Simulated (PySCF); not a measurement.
C₄H₂BrF, SMILES C#C/C(F)=C\Br. Atoms are numbered in the order given.

```xyz
8

C     -1.9731     2.0595     0.0000
C     -0.8183     1.6887     0.0000
C      0.5387     1.2652     0.0000
F      1.4440     2.2608     0.0000
C      0.9927     0.0000     0.0000
Br    -0.1286    -1.5031     0.0000
H     -2.9973     2.3832     0.0000
H      2.0640    -0.2039     0.0000
```

Coordinates come from a B3LYP-D3(BJ)/def2-SVP optimisation. The structure was generated by enumeration; whether it is a known compound was not checked.

Method: TDA-PBE/def2-SVPD in PySCF.

Vertical excitations. The molecule is in vacuum. State labels are in the subgroup Cs.

| state | symmetry | energy (eV) | λ (nm) | f | main pairs |
|---|---|---|---|---|---|
| S1 | A" | 4.68 | 265 | 0.000 | HOMO→LUMO+1 96 % |
| S2 | A" | 4.90 | 253 | 0.000 | HOMO−1→LUMO 99 % |
| S3 | A' | 5.03 | 247 | 0.304 | HOMO→LUMO 79 % |
| S4 | A" | 5.24 | 236 | 0.000 | HOMO→LUMO+2 93 % |
| S5 | A" | 5.36 | 231 | 0.000 | HOMO−2→LUMO 96 % |
| S6 | A' | 5.84 | 212 | 0.008 | HOMO−1→LUMO+1 55 %, HOMO−3→LUMO 37 % |
| S7 | A' | 6.01 | 206 | 0.046 | HOMO−1→LUMO+1 35 %, HOMO−3→LUMO 31 %, HOMO−2→LUMO+1 23 %, HOMO−2→LUMO+2 7 % |
| S8 | A' | 6.28 | 198 | 0.014 | HOMO−1→LUMO+2 42 %, HOMO−2→LUMO+1 40 %, HOMO−2→LUMO+2 8 % |
| S9 | A" | 6.33 | 196 | 0.017 | HOMO→LUMO+3 100 % |
| S10 | A" | 6.43 | 193 | 0.002 | HOMO−3→LUMO+1 98 % |
| T1 | A' | 3.09 | 402 | 0 | HOMO→LUMO 98 % |
| T2 | A" | 4.30 | 288 | 0 | HOMO→LUMO+1 98 % |
| T3 | A" | 4.72 | 263 | 0 | HOMO−1→LUMO 77 %, HOMO→LUMO+2 13 % |
| T4 | A" | 4.93 | 251 | 0 | HOMO→LUMO+2 66 %, HOMO−1→LUMO 20 %, HOMO−2→LUMO 12 % |
Triplets are in the Tamm–Dancoff approximation.
